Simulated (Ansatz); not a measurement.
Relaxation of Cl₄H₄OW (10 atoms, charge 0, multiplicity 1), to a largest force component of 0.03 eV/Å in at most 50 steps.

All numbers below come from Ansatz, RKS B3LYP/def2-SVP.

```xyz
10
Properties=species:S:1:pos:R:3
W 0.183 0.160 -0.487
H -0.542 0.629 0.989
Cl 2.316 -0.256 -1.379
Cl 0.067 2.414 -0.736
H -1.266 -0.490 0.059
Cl 0.723 -1.620 0.969
Cl -0.959 -0.403 -2.380
O 1.680 1.315 2.005
H 2.132 0.495 2.257
H 0.742 1.132 2.251
```

Task: Where does it end, and by what steps?

Result: The forces met the threshold. After 27 steps the energy has fallen by 0.701 eV; H9 moved furthest, 1.02 Å. Joined: W1–O8 (3.13 → 2.28 Å).

```
step  energy less start (eV)  largest force component (eV/Å)  accepted
   0                  0.0000                           0.861       yes
   1                 -0.0419                           1.931       yes
   2                 -0.1812                           1.598       yes
   3                 -0.3520                           1.281       yes
   4                 -0.4605                           0.818       yes
   5                 -0.4457                           1.201        no
   6                 -0.5239                           0.375       yes
   7                 -0.5485                           0.303       yes
   8                 -0.5789                           0.634       yes
   9                 -0.5992                           1.244       yes
  10                 -0.6277                           0.902       yes
  11                 -0.6463                           0.677       yes
  12                 -0.6683                           0.110       yes
  13                 -0.6718                           0.116       yes
  14                 -0.6731                           0.054       yes
  15                 -0.6740                           0.058       yes
  16                 -0.6743                           0.036       yes
  17                 -0.6746                           0.034       yes
  18                 -0.6747                           0.055       yes
  19                 -0.6749                           0.043       yes
  20                 -0.6764                           0.087       yes
  21                 -0.6866                           0.563       yes
  22                 -0.6934                           0.221       yes
  23                 -0.6985                           0.147       yes
  24                 -0.6978                           0.119        no
  25                 -0.6987                           0.199       yes
  26                 -0.6998                           0.102       yes
  27                 -0.7014                           0.023       yes
```

```xyz
10
Properties=species:S:1:pos:R:3
W 0.300 0.206 -0.183
H -1.127 0.476 0.871
Cl 2.548 0.078 -0.930
Cl -0.144 2.402 -0.656
H -1.479 0.095 0.092
Cl 0.295 -1.734 1.096
Cl -0.436 -0.737 -2.195
O 1.436 1.038 1.608
H 2.379 0.930 1.369
H 1.304 0.624 2.475
```

Whether the end is a true minimum wasn't checked by a vibrational analysis.

Time of the run: 2.4 min on 4 threads of Intel(R) Xeon(R) Platinum 8259CL CPU @ 2.50GHz (Skylake/Cascade Lake), with other jobs on the host, peak memory 0.44 GiB.
